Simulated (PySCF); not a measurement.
C2F5, charge +1, multiplicity 1. Atoms are numbered in the order given.

```xyz
7

F      1.5241    -0.0155    -1.0521
C      0.8873    -0.0282     0.0000
F      1.5241    -0.0155     1.0521
C     -0.6922    -0.0072     0.0000
F     -0.9960     1.2657     0.0000
F     -1.0911    -0.6055     1.0803
F     -1.0911    -0.6055    -1.0803
```
Charge +1, spin multiplicity 1.

Geometry optimised at PBE0-D3(BJ)/def2-SVP. The spin state was assumed, not searched. The isomer is the one that the SMILES or the coordinates give; other isomers of the formula were not compared.

Level of theory: PySCF with PBE/def2-TZVP.

```yaml
total_energy: -574.73287 hartree
point_group: Cs
highest_occupied_level: -16.34 eV
lowest_empty_level: -11.97 eV
orbital_gap: 4.37 eV
dipole_moment_about_the_centre_of_nuclear_charge: 3.12 D
mean_static_polarisability: 26.8 bohr³ (3.97 Å³)
polarisability_principal_values: 22.6, 28.2, 29.7 bohr³
```
